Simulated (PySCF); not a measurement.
FGaH6Si2. Atoms are numbered in the order given.

```xyz
10

Ga    -0.1860    -0.1215     0.0165
F     -1.6834    -1.0915     0.1485
Si    -0.5031     1.8790    -1.3206
H      0.7719     2.2573    -2.0287
H     -0.8775     3.0179    -0.4053
H     -1.5977     1.6991    -2.3367
Si     1.6716    -1.1202     1.2173
H      2.5609    -0.0535     1.8020
H      2.4983    -1.9262     0.2467
H      1.1998    -2.0290     2.3190
```
Charge 0, spin multiplicity 1.

The structure is a stationary point at PBE-D3(BJ)/def2-SVP. The structure was generated by enumeration; whether it is a known compound was not checked.

Level of theory: PBE0/def2-TZVP (PySCF).

- total energy: -2606.79199 hartree
- highest occupied level: -7.45 eV
- lowest empty level: -2.21 eV
- orbital gap: 5.24 eV
- dipole moment: 2.21 D
- quadrupole, principal values (traceless, Buckingham form, about the centre of nuclear charge): -7.85, 0.68, 7.17 D·Å
- mean static polarisability: 93.9 bohr³ (13.91 Å³)
- polarisability, principal values: 71.8, 80.9, 129.0 bohr³
